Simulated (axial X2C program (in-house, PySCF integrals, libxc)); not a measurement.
## Which molecule has these constants?

All values come from calculations with an in-house all-electron X2C program for linear molecules (integrals from PySCF), spin-free (one-electron X2C) or two-component (2c: spin–orbit coupling with atomic mean-field Coulomb and Gaunt terms, which also bring small scalar terms), in Dyall basis sets with cores contracted in-house; open shells are unrestricted.

A two-component PBE0 calculation in a Dyall 3-zeta basis gave Re = 1.700 Å, ωe = 707.2 cm⁻¹, De = 1.44 eV, Ω = 1/2.

Question: Which molecule is it?
A. BF⁺
B. InF⁺
C. GaF⁺
D. AlF⁺

Answer: C. The others have AlF⁺ 1.610 Å and 927.4 cm⁻¹ (Ω = 1/2); BF⁺ 1.211 Å and 1702.4 cm⁻¹ (Ω = 1/2); InF⁺ 1.909 Å and 585.3 cm⁻¹ (Ω = 1/2).

Each entry is the lowest single determinant of a limited PBE0 search at one distance. De goes to single-determinant-based atoms at the same level (for ions the charge split of lowest energy) and is withheld (n/a) where an atom does not fit its ground term or J level. Main or longest-lived isotopes. Some light 2c atoms are not at their ground J level, so De misses part of their lowering (0.04 eV or less). The functionals have no current term, which raises determinants with orbital currents.
